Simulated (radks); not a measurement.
Tm60+, configuration [He] 2s2 2p5.

Calculated with a radial shooting solver on a logarithmic mesh with Libxc functionals: Dirac Kohn-Sham, PBEsol, spin-unpolarised, spherical densities, finite nucleus; open shells fill j = l - 1/2 first; Fermi nuclear charge, rms radius 5.2256 fm.

Energy parts (eV):
part                      energy
total                 -244722.89
kinetic                279234.07
electron-nucleus      -537932.81
Hartree                 17001.15
exchange-correlation    -3025.30

Orbitals (lengths in bohr, moments of r in powers of bohr):
orbital,occ.,eigenvalue (eV),<r^2>
1s1/2,2,-64559.55,0.0005472
2s1/2,2,-14916.30,0.008072
2p1/2,2,-14557.56,0.005763
2p3/2,3,-13525.00,0.006865
3s1/2,0,-6240.959,0.04395
3p1/2,0,-6119.892,0.03912
3p3/2,0,-5833.432,0.04334

The highest occupied level is 2p3/2 at -13525.0 eV. The electron density at the nucleus is 9.226e+05 e/bohr^3. For comparison, the ionisation energy in NIST's Atomic Spectra Database is 13651 eV (theoretical). In exact Kohn-Sham theory the highest level is minus the ionisation energy, but local and semilocal functionals leave it too shallow, through self-interaction and a potential that decays too fast; potentials with the right tail come closer. Summed over all electrons, <r^2> = 0.04936 bohr^2, which gives a Langevin (diamagnetic) susceptibility term of -0.0391 x 10^-6 cm^3/mol. The density falls to 0.001 e/bohr^3 at r = 0.33 bohr.

Beside tabulated values, note that spin-unpolarised runs miss the spin-polarisation part of the exchange energy of open shells.
